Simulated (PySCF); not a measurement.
Gas-phase reaction: SnH2Cl2 ⇌ SnHCl + HCl

Computed with PySCF and rigid-rotor harmonic-oscillator thermochemistry at 1 bar. † marks an energy on the PBE0/def2-TZVP geometry and frequencies; other levels use their own. MP2 and CCSD(T) freeze the core. All species are closed-shell singlets. Sn: scalar-relativistic def2 core potential, no spin-orbit coupling. SnH2Cl2, SnHCl: computed as isolated molecules; such fragments, hydroxides, amides, oligomers or adducts are transient or little studied in the gas. MP2 isn't extrapolated to the basis-set limit; its ΔH°(298 K) is 122.9 kJ in def2-SVP and 111.5 kJ in def2-TZVPP. CCSD(T) isn't extrapolated to the basis-set limit; its ΔH°(298 K) is 106.6 kJ in def2-SVP and 108.9 kJ in def2-TZVPP. The harmonic model lacks anharmonicity and excited electronic states, which grow with temperature; levels with a mode under 35 cm⁻¹ are left out. Soft modes under 120 cm⁻¹ make the harmonic entropy rough for SnH2Cl2.

```tsv
level	ΔE electronic, kJ	ΔH°(298 K), kJ	ΔS°(298 K), J/K	ΔG°(1000 K), kJ
CCSD(T)/def2-SVP†	111	107	146	-37
CCSD(T)/def2-TZVPP†	113	109	146	-34
HF/def2-TZVP†	114	110	146	-33
MP2/def2-SVP†	127	123	146	-20
MP2/def2-TZVPP†	116	111	146	-32
PBE/def2-SVP	102	98	145	-44
PBE/def2-TZVP†	98	94	146	-49
PBE0/def2-QZVP†	111	107	146	-36
r2SCAN/def2-TZVP†	120	116	146	-27
LDA/def2-TZVP†	130	125	146	-18
ωB97X-V/def2-TZVP†	127	123	146	-20
```
ΔH° is lowest at PBE/def2-TZVP† and highest at LDA/def2-TZVP†. No reference value is set beside these.
